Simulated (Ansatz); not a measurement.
Ansatz (a first-principles code) job for 1-chloroethenyl(methyl)silane (C3H7ClSi), SMILES C=C(Cl)[SiH2]C, PBE-D3(BJ)/def2-SVP. 

Ansatz 0.2 input:
```yaml
crystal:
  periodic: [false, false, false]
  atoms:
    - {symbol: C, position_ang: [-1.87896438, -0.89731621, -0.37230532]}
    - {symbol: C, position_ang: [-0.79775629, -0.19052917, -0.02929128]}
    - {symbol: Cl, position_ang: [-0.56668092, 0.29813365, 1.65679230]}
    - {symbol: Si, position_ang: [0.59442878, 0.36878317, -1.17455670]}
    - {symbol: C, position_ang: [2.23768766, -0.29121828, -0.54605668]}
    - {symbol: H, position_ang: [-2.01866552, -1.19929863, -1.41424356]}
    - {symbol: H, position_ang: [-2.64351695, -1.19048136, 0.35309636]}
    - {symbol: H, position_ang: [0.27597220, -0.14636271, -2.53901852]}
    - {symbol: H, position_ang: [0.61095868, 1.85980262, -1.20381835]}
    - {symbol: H, position_ang: [2.24864281, -1.39231127, -0.56581269]}
    - {symbol: H, position_ang: [2.39689149, 0.03528891, 0.49334915]}
    - {symbol: H, position_ang: [3.07548805, 0.07650775, -1.15930797]}
basis:
  gaussian:
    orbitals: def2-SVP
hamiltonian:
  xc: pbe
  dispersion: d3bj
relax: {f_tol: 0.002, max_steps: 200}
```

It prints:

```
WARN ansatz: RAYON_NUM_THREADS=2 ignored (pool sized by the plan → 2); use --threads N
Functional definition: PBE
integrals: 0.06 GiB planned
1271 factors; their error is unknown
mean field: 0.33 GiB planned
mean field evaluation 1: about -23588.9766 eV, gradient 7.2e1 eV
mean field evaluation 2: about -23566.9086 eV, gradient 1.1e2 eV
mean field evaluation 4: about -23601.9759 eV, gradient 1.5e1 eV
mean field evaluation 8: about -23602.5979 eV, gradient 2.2e-1 eV
mean field evaluation 16: about -23602.5236 eV, gradient 3.5e-4 eV
mean field -23602.52359796 eV, -867.3767438599 hartree, gradient 2.7e-5 eV, S^2 0.000000; 0 other end points of the search recorded, 0 dependent functions left out
the calculation of the forces begins
reference -23602.52363472 eV, -867.3767452110 hartree; 28, 28 occupied and 85, 85 virtual orbitals, 1271 factors
relax step   1: F+E_penalty+E_count = -23602.82016129 eV  Δ(F+E_penalty+E_count) = +0.000e0 eV  max|allowed force component| = 3.276e-1 eV/Å  Δτ_max = 0.0000 Å  (29 SCF iters, accepted)
these checks for a lower state are left out or cut short: starts, cluster_reference, orbital_swaps, neighbouring_geometries, increment
integrals: 0.06 GiB planned
1271 factors; their error is unknown
mean field: 0.33 GiB planned
mean field -23602.53488211 eV, -867.3771585449 hartree, gradient 1.1e-5 eV, S^2 0.000000; 0 other end points of the search recorded, 0 dependent functions left out
the calculation of the forces begins
reference -23602.53491900 eV, -867.3771599004 hartree; 28, 28 occupied and 85, 85 virtual orbitals, 1271 factors
relax step   2: F+E_penalty+E_count = -23602.83069929 eV  Δ(F+E_penalty+E_count) = -1.054e-2 eV  max|allowed force component| = 9.880e-2 eV/Å  Δτ_max = 0.0147 Å  (31 SCF iters, accepted)
these checks for a lower state are left out or cut short: starts, cluster_reference, orbital_swaps, neighbouring_geometries, increment
integrals: 0.06 GiB planned
1271 factors; their error is unknown
mean field: 0.33 GiB planned
mean field evaluation 32: about -23602.5360 eV, gradient 1.1e-5 eV
mean field -23602.53599790 eV, -867.3771995492 hartree, gradient 1.1e-5 eV, S^2 0.000000; 0 other end points of the search recorded, 0 dependent functions left out
the calculation of the forces begins
reference -23602.53603481 eV, -867.3772009057 hartree; 28, 28 occupied and 85, 85 virtual orbitals, 1271 factors
relax step   3: F+E_penalty+E_count = -23602.83152482 eV  Δ(F+E_penalty+E_count) = -8.255e-4 eV  max|allowed force component| = 3.115e-2 eV/Å  Δτ_max = 0.0083 Å  (31 SCF iters, accepted)
these checks for a lower state are left out or cut short: starts, cluster_reference, orbital_swaps, neighbouring_geometries, increment
integrals: 0.06 GiB planned
1271 factors; their error is unknown
mean field: 0.33 GiB planned
mean field -23602.53598819 eV, -867.3771991926 hartree, gradient 2.0e-5 eV, S^2 0.000000; 0 other end points of the search recorded, 0 dependent functions left out
the calculation of the forces begins
reference -23602.53602511 eV, -867.3772005494 hartree; 28, 28 occupied and 85, 85 virtual orbitals, 1271 factors
relax step   4: F+E_penalty+E_count = -23602.83149994 eV  Δ(F+E_penalty+E_count) = +2.488e-5 eV  max|allowed force component| = 2.364e-2 eV/Å  Δτ_max = 0.0045 Å  (23 SCF iters, rejected (line search))
these checks for a lower state are left out or cut short: starts, cluster_reference, orbital_swaps, neighbouring_geometries, increment
integrals: 0.06 GiB planned
1271 factors; their error is unknown
mean field: 0.33 GiB planned
mean field -23602.53602779 eV, -867.3772006479 hartree, gradient 1.8e-5 eV, S^2 0.000000; 0 other end points of the search recorded, 0 dependent functions left out
the calculation of the forces begins
reference -23602.53606470 eV, -867.3772020042 hartree; 28, 28 occupied and 85, 85 virtual orbitals, 1271 factors
relax step   5: F+E_penalty+E_count = -23602.83158090 eV  Δ(F+E_penalty+E_count) = -5.608e-5 eV  max|allowed force component| = 4.581e-3 eV/Å  Δτ_max = 0.0022 Å  (22 SCF iters, accepted)
these checks for a lower state are left out or cut short: starts, cluster_reference, orbital_swaps, neighbouring_geometries, increment
integrals: 0.06 GiB planned
1271 factors; their error is unknown
mean field: 0.33 GiB planned
mean field -23602.53603373 eV, -867.3772008662 hartree, gradient 1.0e-5 eV, S^2 0.000000; 0 other end points of the search recorded, 0 dependent functions left out
the calculation of the forces begins
reference -23602.53607064 eV, -867.3772022225 hartree; 28, 28 occupied and 85, 85 virtual orbitals, 1271 factors
relax step   6: F+E_penalty+E_count = -23602.83158185 eV  Δ(F+E_penalty+E_count) = -9.485e-7 eV  max|allowed force component| = 5.394e-3 eV/Å  Δτ_max = 0.0028 Å  (24 SCF iters, accepted)
these checks for a lower state are left out or cut short: starts, cluster_reference, orbital_swaps, neighbouring_geometries, increment
integrals: 0.06 GiB planned
1271 factors; their error is unknown
mean field: 0.33 GiB planned
mean field -23602.53604134 eV, -867.3772011456 hartree, gradient 1.2e-5 eV, S^2 0.000000; 0 other end points of the search recorded, 0 dependent functions left out
the calculation of the forces begins
reference -23602.53607824 eV, -867.3772025019 hartree; 28, 28 occupied and 85, 85 virtual orbitals, 1271 factors
relax step   7: F+E_penalty+E_count = -23602.83158679 eV  Δ(F+E_penalty+E_count) = -4.943e-6 eV  max|allowed force component| = 9.156e-4 eV/Å  Δτ_max = 0.0009 Å  (22 SCF iters, accepted)
integrals: 0.06 GiB planned
1271 factors; their error is unknown
mean field: 0.33 GiB planned
mean field evaluation 64: about -23602.5710 eV, gradient 4.1e0 eV
mean field -23602.53604134 eV, -867.3772011456 hartree, gradient 1.2e-5 eV, S^2 0.000000; 1 other end points of the search recorded, 0 dependent functions left out
the calculation of the forces begins
reference -23602.53607824 eV, -867.3772025019 hartree; 28, 28 occupied and 85, 85 virtual orbitals, 1271 factors
Total energy: -23602.83162369 eV, -867.3880635969 hartree
Atom 0 at    -1.892084    -0.899401    -0.369646 Å, force     0.000452    -0.000408    -0.000916 eV/Å
Atom 1 at    -0.800769    -0.191166    -0.024551 Å, force    -0.000308    -0.000245     0.000163 eV/Å
Atom 2 at    -0.560079     0.301316     1.655200 Å, force     0.000148     0.000242     0.000911 eV/Å
Atom 3 at     0.596480     0.366027    -1.174810 Å, force    -0.000209    -0.000265    -0.000058 eV/Å
Atom 4 at     2.246607    -0.291517    -0.544940 Å, force    -0.000121     0.000724    -0.000218 eV/Å
Atom 5 at    -2.030173    -1.201962    -1.419843 Å, force    -0.000015     0.000341     0.000254 eV/Å
Atom 6 at    -2.663483    -1.191639     0.361016 Å, force     0.000018     0.000325    -0.000078 eV/Å
Atom 7 at     0.274819    -0.153103    -2.551782 Å, force    -0.000035    -0.000160    -0.000097 eV/Å
Atom 8 at     0.610901     1.870709    -1.206188 Å, force     0.000210    -0.000025     0.000052 eV/Å
Atom 9 at     2.264341    -1.399250    -0.573971 Å, force     0.000447    -0.000257     0.000224 eV/Å
Atom 10 at     2.399250     0.030672     0.504541 Å, force    -0.000301    -0.000194    -0.000203 eV/Å
Atom 11 at     3.088677     0.090312    -1.156199 Å, force    -0.000286    -0.000080    -0.000034 eV/Å
Dipole moment:     0.062108    -0.150938    -0.159857 e Å
```

The calculation finished and met its thresholds.

Cost: around 40 core-seconds (rough).
